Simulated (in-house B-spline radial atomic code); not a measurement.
Ionisation energies along the 8-electron series, configuration [He] 2s2 2p4, as differences of self-consistent energies. Dirac energy differences include first-order Breit, QED and recoil terms. NIST's values go from ground level to ground level; the uncertainty of those that are theory runs from under 0.1 % in few-electron ions to several per cent in heavy many-electron ones. Computed with an all-electron radial atomic-structure program (B-spline basis): Dirac-Hartree-Fock, average of the configuration, finite nuclei.

| ion | configuration after | ionisation energy (eV) | IE/(q+1)² (eV) | Breit and QED recoil part (eV) | tabulated value (eV) | computed minus tabulated (eV) |
| --- | --- | --- | --- | --- | --- | --- |
| O | [He] 2s2 2p3 | 14.6 | 14.57 | -0.00099015 | 13.61806 | 1.0 |
| F+ | [He] 2s2 2p3 | 36.5 | 9.1366 | -0.0041638 | 34.97081 | 1.6 |
| Ne2+ | [He] 2s2 2p3 | 65.6 | 7.2859 | -0.0094465 | 63.4233 | 2.1 |
| Mg4+ | [He] 2s2 2p3 | 144.4 | 5.7772 | -0.028035 | 141.33 | 3.1 |
| Al5+ | [He] 2s2 2p3 | 194.2 | 5.3942 | -0.042189 | 190.49 | 3.7 |
| Si6+ | [He] 2s2 2p3 | 250.8 | 5.1187 | -0.060288 | 246.57 | 4.2 |
| P7+ | [He] 2s2 2p3 | 314.3 | 4.911 | -0.082609 | 309.6 | 4.7 |
| S8+ | [He] 2s2 2p3 | ? | ? | ? | ? | ? |
| Cl9+ | [He] 2s2 2p3 | ? | ? | ? | ? | ? |
| Ar10+ | [He] 2s2 2p3 | 545.9 | 4.5117 | -0.17999 | 540.4 | 5.5 |
| K11+ | [He] 2s2 2p3 | 636.8 | 4.4226 | -0.22439 | 631.1 | 5.7 |
| Ca12+ | [He] 2s2 2p3 | 734.7 | 4.3471 | -0.2753 | 728.6 | 6.1 |
| Sc13+ | [He] 2s2 2p3 | 839.3 | 4.2823 | -0.33298 | 833.2 | 6.1 |
| Ti14+ | [He] 2s2 2p3 | 950.9 | 4.2263 | -0.39837 | 944.5 | 6.4 |
| V15+ | [He] 2s2 2p3 | 1069.4 | 4.1772 | -0.47179 | 1062.9 | 6.5 |
| Cr16+ | [He] 2s2 2p3 | 1194.8 | 4.1341 | -0.55386 | 1188 | 6.8 |
| Mn17+ | [He] 2s2 2p3 | 1327.0 | 4.0958 | -0.64477 | 1320.3 | 6.7 |
| Fe18+ | [He] 2s2 2p3 | 1466.3 | 4.0617 | -0.74531 | 1460 | 6.3 |
| Co19+ | [He] 2s2 2p3 | 1612.4 | 4.0311 | -0.85565 | 1606 | 6.4 |
| Ni20+ | [He] 2s2 2p3 | 1765.6 | 4.0035 | -0.9768 | 1758 | 7.6 |
| Cu21+ | [He] 2s2 2p3 | 1925.7 | 3.9786 | -1.1084 | 1918 | 7.7 |
| Zn22+ | [He] 2s2 2p3 | ? | ? | ? | ? | ? |
| Ga23+ | [He] 2s2 2p3 | 2266.8 | 3.9355 | -1.4067 | 2258 | 8.8 |

Q: Fill in the row of S8+.

A: ionisation energy (eV): 384.6; IE/(q+1)² (eV): 4.7488; Breit and QED recoil part (eV): -0.10981; tabulated value (eV): 379.84; computed minus tabulated (eV): 4.8.

Q: Fill in the row of Cl9+.

A: ionisation energy (eV): 461.9; IE/(q+1)² (eV): 4.6185; Breit and QED recoil part (eV): -0.14212; tabulated value (eV): 456.7; computed minus tabulated (eV): 5.2.

Q: Fill in the row of Zn22+.

A: ionisation energy (eV): 2092.7; IE/(q+1)² (eV): 3.956; Breit and QED recoil part (eV): -1.2517; tabulated value (eV): 2085; computed minus tabulated (eV): 7.7.

Where a p, d or f electron is removed, the computed value is a mean over both j, so it misses the tabulated one by a part of the spin-orbit splitting; averaging over terms and missing correlation add to the gap, relatively most at low charge.
